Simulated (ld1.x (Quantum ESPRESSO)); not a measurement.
**Logarithmic derivatives: V, TM**

* Element: V
* Generator: ld1.x (Quantum ESPRESSO) 7.5
* Type: norm-conserving Troullier–Martins (Kleinman–Bylander form)
* Functional: PBE
* Relativity: scalar-relativistic
* Frozen core: [Ne]
* Valence charge: 13
* Reference configuration: 3s2 3p6 3d3 4s1.75 4p0.25
* Partial waves: 3p (bound): rc 1.30 bohr; 3d (bound): rc 1.55 bohr; 3s (bound): rc 0.85 bohr
* Local potential: the s channel
* Core correction: none

Occupied shells without a wave of their own: 4p, 4s. They enter only through the test configuration that unscreens the potential.

The phase is arctan(r·u′/u) with u = r·R(r), unwrapped; energies in Ry, scanned from -7 to 5 Ry. A pole is an energy at which the radial function vanishes at the test radius. The pseudo phase is shifted by a multiple of π to meet the all-electron one at the reference energy, and phase errors are pseudo minus all-electron; the curves can meet again beyond the range given. Levels narrower than the energy grid can be missing from the lists of poles.

| channel | radius (bohr) | reference energy (Ry) | poles, all-electron | poles, pseudo | unbroken range about the reference energy with phases within 0.05 rad | phase error 1 Ry above the reference energy (rad) |
| --- | --- | --- | --- | --- | --- | --- |
| s | 1.71 | -5.19 | -4.60 | -4.61 | below 2.1 | -0.000 |
| p | 1.71 | -3.26 | -2.47 | -2.47 | below 3.3 | -0.000 |
| d | 1.71 | -0.41 | 0.83 | 0.85 | below 3.9 | +0.003 |

Phases in the s channel:

```
E (Ry)  all-electron  pseudo
 -7.00         1.195   1.195
 -6.74         1.153   1.153
 -6.48         1.089   1.089
 -6.22         0.980   0.979
 -5.96         0.753   0.752
 -5.70         0.159   0.157
 -5.44        -0.809  -0.810
 -5.18        -1.274  -1.274
 -4.92        -1.460  -1.460
 -4.66        -1.556  -1.556
 -4.40        -1.615  -1.615
 -4.14        -1.656  -1.656
 -3.88        -1.687  -1.688
 -3.62        -1.712  -1.713
 -3.36        -1.734  -1.734
 -3.10        -1.753  -1.754
 -2.84        -1.771  -1.772
 -2.58        -1.788  -1.789
 -2.32        -1.804  -1.806
 -2.06        -1.821  -1.822
 -1.80        -1.838  -1.840
 -1.54        -1.856  -1.858
 -1.28        -1.875  -1.877
 -1.02        -1.895  -1.897
 -0.76        -1.917  -1.920
 -0.50        -1.941  -1.945
 -0.24        -1.968  -1.973
  0.02        -1.999  -2.005
  0.28        -2.034  -2.042
  0.54        -2.075  -2.085
  0.80        -2.124  -2.136
  1.06        -2.182  -2.199
  1.32        -2.253  -2.275
  1.58        -2.341  -2.370
  1.84        -2.451  -2.490
  2.10        -2.590  -2.642
  2.36        -2.761  -2.829
  2.62        -2.966  -3.050
  2.88        -3.195  -3.289
  3.14        -3.427  -3.521
  3.40        -3.640  -3.726
  3.66        -3.820  -3.894
  3.92        -3.966  -4.029
  4.18        -4.082  -4.135
  4.44        -4.174  -4.220
  4.70        -4.249  -4.288
  4.96        -4.309  -4.344
```
